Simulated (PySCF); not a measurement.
# Broadened absorption spectrum of C8H19NSi2

Compound: C8H19NSi2.
Numbering: `[SiH3:1][N:2]([SiH3:3])[C@H:4]1[CH2:5][CH2:6][CH2:7][C:8]2([CH2:9][CH2:10]2)[CH2:11]1` (hydrogens: H12, H13, H14 on Si1; H15, H16, H17 on Si3; H18 on C4; H19, H20 on C5; H21, H22 on C6; H23, H24 on C7; H25, H26 on C9; H27, H28 on C10; H29, H30 on C11)

Level of theory: TDDFT PBE0/def2-SVPD, vertical, gas phase, core orbitals frozen in the response in PySCF. Isolated species at its PBE0-D3(BJ)/def2-SVP geometry (one conformer only).

Computed states:

```
state  E (eV)       f
   S1    5.91  0.0027
   S2    6.31   0.025
   S3    6.65  0.0015
   S4    6.80  0.0044
   S5    6.83  0.0033
   S6    6.98   0.024
   S7    7.12  0.0011
   S8    7.19  0.0093
   S9    7.31   0.012
  S10    7.41   0.012
```

Each state is given a Gaussian of 0.25 eV full width at half maximum, with ε(max) = 2.175×10⁸ f / Δν̃ (Δν̃ the width in cm⁻¹). The width is an assumption, not a result. The curve ends short of the highest state used, and states not computed would add to its high-energy end.

(1) Give the broadened spectrum and its maxima.

(2) On this curve, what absorbance would a 10⁻⁴ mol/L sample give at 193 nm over a 1 cm path?

(3) Coming from long wavelengths, where does ε first pass 100 L mol⁻¹ cm⁻¹?

Results:

(1) 
E (eV), ε (L mol⁻¹ cm⁻¹) and a bar:
```
     5.54          1 
     5.57          2 
     5.60          4 
     5.63          9 
     5.66         17 
     5.68         27 
     5.71         48 #
     5.74         79 #
     5.77        120 #
     5.80        168 ##
     5.83        217 ##
     5.86        260 ###
     5.89        287 ###
     5.92        295 ###
     5.95        284 ###
     5.98        263 ###
     6.01        248 ###
     6.04        261 ###
     6.07        329 ####
     6.10        479 #####
     6.13        730 ########
     6.16       1083 ############
     6.19       1514 #################
     6.22       1970 ######################
     6.25       2372 ##########################
     6.28       2639 #############################
     6.31       2712 ##############################
     6.34       2575 ############################
     6.36       2380 ##########################
     6.39       1982 ######################
     6.42       1529 #################
     6.45       1100 ############
     6.48        749 ########
     6.51        502 ######
     6.54        359 ####
     6.57        304 ###
     6.60        319 ####
     6.63        389 ####
     6.66        502 ######
     6.69        653 #######
     6.72        842 #########
     6.75       1067 ############
     6.78       1330 ###############
     6.81       1630 ##################
```

Maxima: 210 nm (5.92 eV), ε about 300, made up of S1 (99%); 197 nm (6.31 eV), ε about 2700, made up of S2 (100%) (ε in L mol⁻¹ cm⁻¹; maxima over ε = 5, shares over 10%). At its high-energy end, 6.81 eV, the curve is still rising (ε about 1600, from S4, S5 and S6).

(2) 193 nm is 6.424 eV, where ε is about 1500 L mol⁻¹ cm⁻¹, so A = ε c l ≈ 0.15 (Beer–Lambert, with the gas-phase spectrum and the assumed width).

(3) At about 215 nm (5.76 eV), 0.16 eV below S1.

Time: 2.0 min wall, 4.3 min CPU; peak memory 2.2 GiB. Hardware: an Intel Xeon Platinum 8488C with 2 threads (shared host).

Without π bonds the low states may be Rydberg-like; a valence basis with one diffuse set may place them up to an eV too high.
